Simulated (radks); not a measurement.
Values are calculated unless marked as measured or tabulated.
Q: The mean radii <r> (bohr) of the occupied orbitals of an atom or ion are listed with their occupations. Level of theory: scalar-relativistic Kohn-Sham, r2SCAN, spin-polarised, spherical densities, finite nucleus; meta-GGA in the generalised Kohn-Sham scheme; Fermi nuclear charge, rms radius of each element as measured or else 0.836 A^(1/3) + 0.57 fm (a radial shooting solver on a logarithmic mesh with Libxc functionals).

| orbital | occ. | <r> |
|---|---|---|
| 1s down | 1 | 0.01804 |
| 1s up | 1 | 0.01804 |
| 2s up | 1 | 0.07620 |
| 2s down | 1 | 0.07620 |
| 2p up | 3 | 0.06835 |
| 2p down | 3 | 0.06834 |
| 3s up | 1 | 0.1971 |
| 3s down | 1 | 0.1969 |
| 3p up | 3 | 0.1976 |
| 3p down | 3 | 0.1974 |
| 3d up | 5 | 0.1792 |
| 3d down | 5 | 0.1789 |
| 4s up | 1 | 0.4324 |
| 4s down | 1 | 0.4331 |
| 4p up | 3 | 0.4554 |
| 4p down | 3 | 0.4563 |
| 4d up | 5 | 0.4746 |
| 4d down | 5 | 0.4760 |
| 4f up | 7 | 0.4838 |
| 4f down | 2 | 0.4869 |

Name the element and its charge. Open shells, if any, are filled with parallel spins first.

A: Z = 75, rhenium, charge +20: Re20+ in [Kr] 4d10 4f9. The 1s radius gives Z: for a bare nucleus <r> = (2 gamma + 1)/(2Z) with gamma = sqrt(1 - (Z/c)^2), 0.01783 bohr for Z = 75, and screening makes it slightly larger (0.01804 here). The occupations add up to 55, and the charge is Z minus that.
